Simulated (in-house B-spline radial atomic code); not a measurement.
Results of a calculation; reference values are marked as such.
## Two electrons in Si: a spherical dot of radius 6.91 nm with hard walls

For Si the NSM archive of the Ioffe Institute lists m_l = 0.98 m0, m_t = 0.19 m0 and ε = 11.7; the model takes one isotropic valley with the conductivity mass 3/(1/m_l + 2/m_t) = 0.26 m0, and so misses anisotropy and the other valleys. All triplets below are those of one valley; with several valleys two electrons can form a triplet in the 1s orbital itself, at an energy set by the valley splitting.

Effective-mass model with parabolic bands, a uniform dielectric constant, no image charges, no central-cell or spin-orbit terms. Two-electron levels come from full CI in B-splines with partial waves to l = 5 (up to 0.001 effective hartree above the limit).

**Question.** What are the effective units, and what is the potential in them?

**Answer.** Ha* = 27211.386 meV × 0.26/11.7² = 51.68 meV and a* = 0.0529177 nm × 11.7/0.26 = 2.381 nm. The radius is R = 2.9 a*. The one-electron levels are π²/2R² = 0.5868 and 4.4934²/2R² = 1.2004 Ha*.

In these units the lowest s and p orbitals lie at 0.586778 and 1.200400, and their Coulomb and exchange integrals are J_ss = 0.615887, J_sp = 0.558509 and K_sp = 0.124. (For an empty sphere J_ss = 1.786/R.) Full CI gives 1.732419 for the ground singlet, 2.208815 for the sp triplet, 2.407170 for the sp singlet and 3.436857 for the lowest triplet of two s orbitals.

**Question.** What does it cost to add the second electron, to first order and exactly?

**Answer.** To first order E = 2ε_s + J_ss = 1.789443, so the charging energy E(2) − 2E(1) is J_ss = 31.83 meV. CI gives 1.732419 − 2 × (0.586778) = 0.558863, or 28.88 meV: relaxation and correlation lower it by 2.947 meV, 9.3 % of J_ss. The s² configuration of one-electron orbitals holds 96.8 % of the state, and the mean radius is 3.6 nm.

**Question.** How far above the singlet do the triplets lie?

**Answer.** To first order the sp triplet lies at ε_s + ε_p + J_sp − K_sp = 2.221668, which is 22.34 meV above 2ε_s + J_ss. CI gives 2.208815 − (1.732419) = 0.476397, or 24.62 meV, 78 % of the orbital spacing of 31.71 meV. The ss triplet lies 88.09 meV up, so the lower of the two is the sp one, and its gap equals k_BT at 286 K. The sp singlet-triplet splitting is 10.25 meV, against 2K_sp = 12.82 meV.
